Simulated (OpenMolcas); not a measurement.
A run on Hg⁺.

```
Program             : OpenMolcas
Method              : CASSCF
Basis               : ANO-R3 [8s7p6d3f2g1h]
Scalar Hamiltonian  : X2C, finite nucleus
Active space        : 1 electron in 4 orbitals (6s 6p)
State averaging     : 2S+1 = 2 even, 1 root; 2S+1 = 2 odd, 3 roots
Spin-orbit coupling : state interaction with AMFI integrals over the reference wave functions, term energies averaged over their components
```

109 basis functions. Blocks (2S+1, parity, CSFs, roots kept): 2, even, 1, 1; 2, odd, 3, 3.

How long do the RASSCF and RASSI steps take on 1 thread of Intel(R) Xeon(R) Platinum 8488C (Sapphire Rapids), with other jobs on the host?

About 23 s of wall time, without the integral step.
